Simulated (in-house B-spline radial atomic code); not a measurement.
Values are calculated unless marked as measured or tabulated.
**Building a PAW s channel for I, r_c = 1.86 bohr**

I, [Kr] 4d10 5s2 5p5, non-relativistic PBE, spherical and spin-unpolarised, from an all-electron radial atomic-structure program (B-spline basis) (atomic units; all potentials screened as in the neutral atom).

Two all-electron partial waves φ1, φ2 are integrated outwards at E1 = ε(5s) = -0.588586 and E2 = E1 + 2 hartree; φ1 is the bound orbital and φ2 has unit norm inside r_c = 1.8648 bohr. Smooth partners are polynomials, r^1(a0 + a1 r² + a2 r⁴ + a3 r⁶), matched to φ and three derivatives at r_c, with no condition on the norm. The local potential is -11.167 + (8.29611) r² + (-2.54086) r⁴ + (0.283292) r⁶ inside 1.5268 bohr and the all-electron one outside.

```csv
wave,φ(r_c),φ'(r_c),a0,a1,a2,a3
1,0.8058893,-0.1056156,0.3569135,0.2039003,-0.07636684,0.006888484
2,0.244535,-3.006961,2.019766,-0.4764243,-0.06478022,0.01311424
```

Inside r_c the overlaps are <φi φj> = [[0.43168, 0.59936], [0.59936, 1.00000]] and, for the smooth waves, [[0.50657, 0.91499], [0.91499, 2.20992]]. With χj = (Ej − T − V_local) applied to smooth wave j, the program's quadrature gives the matrix B_ij = <smooth i, χj> as [[0.97029, 3.57160], [2.94034, 11.40660]].

Check the match of the first wave, and find the augmentation charges q_ij.

At r_c the four terms are 0.66557, 1.32225, -1.72213, 0.54019, which sum to 0.8059, φ1(r_c) to rounding. q_ij is the all-electron overlap less the smooth one: [[-0.07490, -0.31563], [-0.31563, -1.20992]]. The smooth first wave has a norm of 0.5066 inside r_c against 0.4317, so q11 is negative and must stay small enough for the overlap operator to be positive.

B isn't symmetric. Show that D_ij = B_ij + Ej q_ij is.

Integrating by parts gives B12 − B21 = (E1 − E2) q12: 3.57160 − (2.94034) = 0.63126, and −2 × (-0.31563) = 0.63126. So D12 = 3.57160 + (1.411414)(-0.31563) = 3.12611 and D21 = 2.94034 + (-0.588586)(-0.31563) = 3.12612; D11 = 1.01437, D22 = 9.69890. The projectors, p = (B⁻¹)ᵀ χ, are dual to the smooth waves; det B = 0.57.

Solving (T + V_local + Σ p D p) ψ = E (1 + Σ p q p) ψ in a sphere of 9 bohr gives these levels:

| all-electron | one projector | two projectors |
| --- | --- | --- |
| -0.588585 | -2.551370 | - |
| 0.019997 | -0.588585 | - |
| 0.320625 | 0.019772 | - |
| 0.791008 | 0.319518 | - |
| 1.419600 | 0.786528 | - |

What does the second projector gain?

With one projector a ghost lies below the reference level, so the set fails. With two the overlap operator is not positive, so the set fails. The lowest eigenvalue of the overlap operator is 0.6354 with one and -0.006155 with two projectors. The smooth orbital alone needs a cutoff of 6.48 hartree for 1 millihartree of kinetic energy, against 15 for a norm-conserving Troullier-Martins orbital of the same radius, which is no gain while the set fails.
